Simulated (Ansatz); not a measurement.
Ideal-gas functions of CH$_{3}$AlClFSi, SMILES `[F][Al]1[CH2][SiH]1Cl` at 400 K and 1 bar, from an Ansatz frequency run at PBE0-D4/def2-TZVP.

Molar mass 124.55 g/mol, point group C1 (symmetry number 1), electronic degeneracy 1, moments of inertia 65.572, 502.795, 529.419 u Å². Harmonic wavenumbers (cm⁻¹, unscaled): 79, 143, 160, 197, 344, 404, 477, 575, 612, 727, 758, 857, 874, 914, 1352, 2214, 2969, 3149.

Use S(trans) = R[1.5 ln M + 2.5 ln T − 1.1517]; rotational temperatures θ = 24.2544 K / I; S(rot) = R[ln(√π/σ · √(T³/θAθBθC)) + 1.5]; for each mode x = 1.438777 ν̃/T, S = R[x/(eˣ − 1) − ln(1 − e⁻ˣ)] and H = RT x/(eˣ − 1); 1 cm⁻¹ = 0.0119627 kJ/mol; R = 8.31446 J/(mol·K).

Problem. By hand: the entropy, in J/(mol·K).

Solution. Translation 175.1. Rotation: θ = 0.3699, 0.0482, 0.0458 K, giving 121.5. Vibration, mode by mode: 18.80, 13.93, 13.02, 11.35, 7.05, 5.90, 4.78, 3.61, 3.25, 2.35, 2.15, 1.62, 1.54, 1.38, 0.38, 0.03, 0.00, 0.00, in all 91.2. Electronic 0.0. Sum 387.8 J/(mol·K).

Problem. By hand: H − E and G − E in kJ/mol, counted from the electronic energy.

Solution. Zero-point energy ½ × 16805 × 0.0119627 = 100.5; thermal vibration 19.3; translation, rotation and pV give 4 RT = 13.3. H − E = 133.1 kJ/mol, and G − E = 133.1 − 400 × 387.8/1000 = -22.0 kJ/mol.

Vibration gives 24 % of the entropy, 32.7 J/(mol·K) of it from the modes under 150 cm⁻¹: soft modes count most, and the harmonic formula is weakest for them. The sum counts one conformer and one mirror image; others add a mixing term.
